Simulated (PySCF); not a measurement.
Correlation energy of Al- (aluminium, charge -1)

[Ne] 3s2 3p2, high-spin 3P determinant. Calculation: PySCF 2.14, in aug-cc-pV(D+d)Z (5s4p3d, 32 functions); the non-relativistic Hamiltonian (point nucleus). Frozen: [Ne]; 4 electrons correlated.

| level | correlation energy (mhartree) |
| --- | --- |
| CCSD | -59.83 |
| (T) | -1.96 |
| CCSD(T) | -61.79 |
| CCSDT | -62.62 |

Diagnostics: T1 = 0.016, D1 = 0.0408, largest double amplitude 0.098.

**Question.** Is a single reference adequate?

**Answer.** Mostly. T1 lies below 0.03, but a double amplitude of this size points to a near-degeneracy that CCSD handles and MP2 describes poorly.
